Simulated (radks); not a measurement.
Task: The mean radii <r> (bohr) of the occupied orbitals of an atom or ion are listed with their occupations. Calculated with a radial shooting solver on a logarithmic mesh with Libxc functionals: Dirac Kohn-Sham, revPBE, spin-unpolarised, spherical densities, finite nucleus; Fermi nuclear charge, rms radius of each element as measured or else 0.836 A^(1/3) + 0.57 fm.

orbital  occ.      <r>
1s1/2       2  0.04549
2s1/2       2   0.2025
2p1/2       2   0.1746
2p3/2       4   0.1783
3s1/2       2   0.5980
3p1/2       2   0.6099
3p3/2       4   0.6204
3d3/2       4   0.6744
3d5/2       6   0.6791
4s1/2       2    1.879
4p1/2       2    2.293

Name the element and its charge. Open shells, if any, fill j = l - 1/2 first.

Result: Z = 33, arsenic, charge +1: As+ in [Ar] 3d10 4s2 4p2. The 1s radius gives Z: for a bare nucleus <r> = (2 gamma + 1)/(2Z) with gamma = sqrt(1 - (Z/c)^2), 0.04456 bohr for Z = 33, and screening makes it slightly larger (0.04549 here). The occupations add up to 32, and the charge is Z minus that.
